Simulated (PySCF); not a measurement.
Job file and geometry (Å, from GFN2-xTB) of an NMR shielding run on SMILES C[Si@@H]([SiH3])COCB(O)O, C$_{3}$H$_{13}$BO$_{3}$Si$_{2}$, GIAO PBE0/pcSseg-1 NMR shielding, non-relativistic, gas phase in PySCF; density fitting, a coarse starting grid and PySCF grid level 2 are the driver's defaults:

```
$ OMP_NUM_THREADS=1 python probes_run.py task.json out

{"job": {"kind": "nmr", "xc": "PBE0", "basis": "pcSseg-1"}, "charge": 0, "multiplicity": 1}
C     -2.893410    -1.228613     0.340025
Si    -1.704905    -0.065865    -0.595929
Si    -1.209335     1.826285     0.637709
C     -0.104618    -1.062768    -0.903466
O      0.507373    -1.118470     0.382195
C      1.908037    -0.927527     0.380506
B      2.396407     0.524639    -0.121652
O      1.490459     1.479968    -0.394330
O      3.712115     0.836331    -0.272720
H     -2.430720    -1.582241     1.257493
H     -3.161875    -2.101730    -0.249806
H     -3.813621    -0.718195     0.609675
H     -2.310292     0.173359    -1.930591
H     -2.452608     2.269203     1.299969
H     -0.811535     2.987143    -0.169985
H     -0.243844     1.682851     1.726974
H      0.542551    -0.545298    -1.614401
H     -0.249630    -2.083004    -1.279516
H      2.211846    -1.080479     1.423077
H      2.389923    -1.729922    -0.207146
H      1.863429     2.326739    -0.644222
H      4.353842     0.156980    -0.075491
```

Question: Write the output of this run.

Answer: 
```
coarse grid: 18912 points
cycle   1  E = -950.7502196457  dE =  8.496e-01  |g| = 9.999e-01  |ddm| = 4.017e+00
cycle   2  E = -950.5719700284  dE =  1.782e-01  |g| = 1.412e+00  |ddm| = 1.791e+00
cycle   3  E = -950.9345183835  dE = -3.625e-01  |g| = 1.112e-01  |ddm| = 1.158e+00
cycle   4  E = -950.9363695891  dE = -1.851e-03  |g| = 5.381e-02  |ddm| = 1.003e-01
cycle   5  E = -950.9368998509  dE = -5.303e-04  |g| = 1.203e-02  |ddm| = 4.342e-02
cycle   6  E = -950.9369222673  dE = -2.242e-05  |g| = 4.224e-03  |ddm| = 1.148e-02
cycle   7  E = -950.9369261055  dE = -3.838e-06  |g| = 7.092e-04  |ddm| = 4.192e-03
final grid: 172144 points
cycle   8  E = -951.0168620528  dE = -4.194e-05  |g| = 1.313e-02  |ddm| = 2.700e-02
cycle   9  E = -951.0168305285  dE =  3.152e-05  |g| = 1.873e-02  |ddm| = 1.909e-02
cycle  10  E = -951.0168944099  dE = -6.388e-05  |g| = 1.293e-03  |ddm| = 1.146e-02
cycle  11  E = -951.0168947665  dE = -3.566e-07  |g| = 2.544e-04  |ddm| = 1.517e-03
cycle  12  E = -951.0168947791  dE = -1.254e-08  |g| = 1.021e-04  |ddm| = 3.137e-04
cycle  13  E = -951.0168947808  dE = -1.752e-09  |g| = 2.714e-05  |ddm| = 8.666e-05
cycle  14  E = -951.0168947810  dE = -1.246e-10  |g| = 6.562e-06  |ddm| = 2.268e-05
converged SCF energy = -951.0168947810

GIAO shielding tensors (ppm)
atom      isotropic    diamagn.    paramagn.     s11        s22        s33       span
  0 C      192.000     252.562     -60.562    183.122    193.654    199.225     16.103
  1 Si     388.886     881.225    -492.339    342.119    411.742    412.797     70.678
  2 Si     465.651     880.390    -414.739    457.624    459.601    479.728     22.103
  3 C      121.323     253.959    -132.636     84.136    100.246    179.586     95.451
  4 O      341.631     402.138     -60.506    307.201    355.763    361.930     54.729
  5 C      120.701     248.756    -128.055     83.374     96.127    182.602     99.228
  6 B       71.603     194.433    -122.830     54.120     65.599     95.090     40.970
  7 O      202.023     393.432    -191.409    106.412    236.752    262.906    156.495
  8 O      213.351     382.860    -169.508     94.482    263.919    281.654    187.172
  9 H       31.215      32.347      -1.132     26.384     30.242     37.018     10.634
 10 H       31.389      29.640       1.749     26.523     28.283     39.361     12.837
 11 H       31.634      29.073       2.561     26.405     29.033     39.464     13.059
 12 H       27.276      29.768      -2.492     23.945     25.228     32.654      8.709
 13 H       28.448      29.459      -1.011     24.447     26.388     34.508     10.061
 14 H       28.408      30.080      -1.672     24.335     27.355     33.535      9.200
 15 H       28.023      30.794      -2.771     24.533     27.989     31.548      7.015
 16 H       28.820      34.519      -5.699     26.471     28.192     31.798      5.327
 17 H       27.925      32.402      -4.477     24.279     26.359     33.137      8.858
 18 H       27.916      31.040      -3.124     23.236     26.549     33.964     10.728
 19 H       28.388      30.921      -2.533     23.196     27.768     34.199     11.003
 20 H       27.447      30.926      -3.479     21.383     24.447     36.510     15.127
 21 H       27.764      29.792      -2.028     21.574     24.366     37.352     15.777
```

Size and cost of the density-fitted run: 232 basis functions, 97 s wall time on 1 thread of an Arm Neoverse N1, shared host; peak memory 1.1 GiB.
